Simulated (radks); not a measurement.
Values are calculated unless marked as measured or tabulated.
Coulomb parameter of the 3d shell of the titanium ion Ti2+ in the model configuration [Ar] 3d1 4s1, as a second difference U = [E(n + 0.5) + E(n - 0.5) - 2 E(n)] / (0.5)^2 with all orbitals relaxed. "Bare": the charge of the atom changes with n. "Screened": the 4s shell takes up the change at fixed total charge, which measures U(3d,3d) + U(4s,4s) - 2 U(3d,4s). Code: a radial shooting solver on a logarithmic mesh with Libxc functionals. Model: scalar-relativistic Kohn-Sham, PBE, spin-unpolarised, spherical densities, finite nucleus; Fermi nuclear charge, rms radius 3.5921 fm.

| case | configuration | E - E(n) (eV) |
|---|---|---|
| start | [Ar] 3d1 4s1 | 0.000 |
| bare +0.5 | [Ar] 3d1.5 4s1 | -10.587 |
| bare -0.5 | [Ar] 3d0.5 4s1 | 14.328 |
| screened +0.5 | [Ar] 3d1.5 4s0.5 | -2.502 |
| screened -0.5 | [Ar] 3d0.5 4s1.5 | 3.353 |

U(bare) = 14.965 eV, U(screened by 4s) = 3.406 eV, against the Slater integral F0(3d,3d) = 19.119 eV with frozen orbitals.
